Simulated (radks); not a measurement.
The numbers below are computed, except where a source is named.
Spherical quantum dot in the effective-mass picture: electrons in a parabolic well V = omega^2 r^2 / 2 with omega = 2.38, with a point charge +2 (a donor) at the centre, all in effective atomic units (hartree* = m*/eps^2 hartree, bohr* = eps/m* bohr), one dielectric constant everywhere. Level of theory: non-relativistic Kohn-Sham, PBE, spin-polarised, spherical densities (a radial shooting solver with Libxc functionals). Levels are named by radial order and angular momentum (1s, 1p, 1d, 2s, ...), and open shells are averaged over m. Results are scaled to m* = 0.258 and eps = 9.1, for which hartree* = 84.78 meV and bohr* = 1.866 nm.

N = 22, configuration 1s2 1p6 1d10 2s2 1f(up 2, down 0). This is the lowest configuration that the search found. Occupied and some empty levels:

level    occupation  eigenvalue (meV)  <r> (nm)
1s up             1            1455.5     1.336
1s down           1            1456.1     1.329
1p up             3            1642.3     2.205
1p down           3            1645.1     2.194
2s up             1            1721.7     2.300
2s down           1            1725.2     2.299
1d up             5            1779.7     2.629
1d down           5            1783.7     2.622
1f up             2            1919.7     2.936
1f down           0            1924.4     2.934
2p up             0            1925.5     2.606
2p down           0            1928.6     2.611
1g up             0            2066.2     3.192
1g down           0            2071.1     3.193
2d up             0            2092.8     2.930
2d down           0            2095.6     2.935

Energy (meV): total 24022.3, kinetic 5101.2, external 6051.6, Hartree 14288, exchange-correlation -1418.9.
